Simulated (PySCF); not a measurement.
CH8O3Si2, SMILES O[Si](O)(C)[SiH2]O. Atoms are numbered in the order given.

```xyz
14

C      2.2237     0.4598     0.8257
Si     0.5701    -0.2928     0.3759
O     -0.4399    -0.0781     1.6942
O      0.7430    -1.9019    -0.0639
Si    -0.6960     0.6842    -1.3338
O     -2.1814     0.6486    -0.5125
H      2.1219     1.5396     1.0200
H      2.9639     0.3162     0.0223
H      2.6211    -0.0063     1.7439
H     -1.3649     0.0326     1.4071
H      1.1589    -2.4780     0.5945
H     -0.7749    -0.0611    -2.6247
H     -0.3147     2.0906    -1.6739
H     -2.9639     0.9781    -0.9762
```
Charge 0, spin multiplicity 1.

Geometry optimised at TPSSh-D3(BJ)/def2-SVP. The structure was generated by enumeration, and PubChem lists no compound with its InChIKey, so it may never have been made. One conformer was computed; it need not be the lowest.

Computed with HF/pcSseg-1 (PySCF).

GIAO shieldings, no solvent; atoms listed in one row are averaged. δ = σ(ref) − σ: ¹³C against TMS (σ = 192.6 ppm); ²⁹Si against TMS (σ = 393.8 ppm); ¹⁷O against H2O (σ = 333.0 ppm); ¹H against TMS (σ = 31.99 ppm), references at their B3LYP-D3(BJ)/def2-TZVP geometries, non-relativistic.

Computed chemical shifts:
| nucleus | atoms | count | δ (ppm) |
|---|---|---|---|
| ¹³C | C1 | 1 | 3.2 |
| ²⁹Si | Si2 | 1 | -3.2 |
| ²⁹Si | Si5 | 1 | -27.6 |
| ¹⁷O | O3, O4 | 2 | 52.1 |
| ¹⁷O | O6 | 1 | -15.0 |
| ¹H | H12 | 1 | 4.80 |
| ¹H | H10 | 1 | 4.67 |
| ¹H | H13 | 1 | 4.63 |
| ¹H | H11 | 1 | 2.42 |
| ¹H | H14 | 1 | 1.56 |
| ¹H | H7, H8, H9 | 3 | 0.56 |
